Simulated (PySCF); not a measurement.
A structure optimised at PBE0-D3(BJ)/def2-SVP, used in a PySCF frequency run:

```
N
H 1 1.0152
C 1 1.4445 2 112.52
H 3 1.1006 1 109.91 2 -180.00
H 3 1.1063 4 106.94 1 122.75
H 3 1.1063 4 106.94 5 114.50
Al 1 1.7702 2 119.24 3 -180.00
O 7 1.7063 1 116.20 2 180.00
H 8 0.9570 7 126.05 1 180.00
H 7 1.5827 8 123.52 9 0.00
```
Charge 0, spin multiplicity 1.

Write its SMILES, formula and point group.

C[NH][AlH][OH], CH6AlNO, Cs

What are its rotational constants (standard atomic weights)?

11.609, 3.6773, 2.8428 GHz
